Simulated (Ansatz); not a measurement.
LaB₆⁺ was relaxed with B3LYP-D4 (def2-SVP) in Ansatz in these states: charge +1 quintet, charge +1 singlet, charge +1 triplet. The geometries follow in no particular order.

In the def2 sets La takes a core potential; there is no spin–orbit coupling.

A:

```xyz
7

La   -1.085   -1.713   -2.649
B     0.247    0.907    1.701
B    -1.414   -0.814   -0.451
B     1.043    0.520    0.161
B    -0.636    0.048    0.676
B     1.698    1.385    1.402
B     0.146   -0.333   -0.839
```

B:

Cartesian coordinates in Å:
```
La 1.5779 2.9084 -0.9340
B -0.9762 -1.5195 0.7827
B 0.1512 1.4676 0.7943
B -0.0489 -0.9520 -0.6101
B -0.4572 -0.0050 0.8922
B -0.7093 -2.4491 -0.4304
B 0.4624 0.5496 -0.4947
```

C:

```xyz
7

La    0.6855   -3.3083    0.1162
B     0.0589    2.0039    0.2505
B     1.0723   -1.0769    0.6306
B    -0.9392    0.5889   -0.5785
B     0.5450    0.5128    0.4284
B    -1.1855    2.1183   -0.6075
B    -0.2369   -0.8387   -0.2397
```

**Question.** Judge from the bond lengths which geometry belongs to which state (an estimate).

**Answer.** A is the charge +1 triplet (La1–B3 2.397 Å, B2–B4 1.776 Å, B4–B6 1.648 Å); B is the charge +1 quintet (La1–B3 2.664 Å, B2–B4 1.767 Å, B4–B6 1.646 Å); C is the charge +1 singlet (La1–B3 2.322 Å, B2–B4 1.920 Å, B4–B6 1.549 Å).

At PBE0-D4/def2-TZVP a singlet lies 0.05 eV below the charge +1 triplet. At PBE0-D4/def2-TZVP a singlet lies 1.20 eV below the charge +1 quintet. These are the stationary points nearest to one start from a short search; other shapes may lie lower in each state.
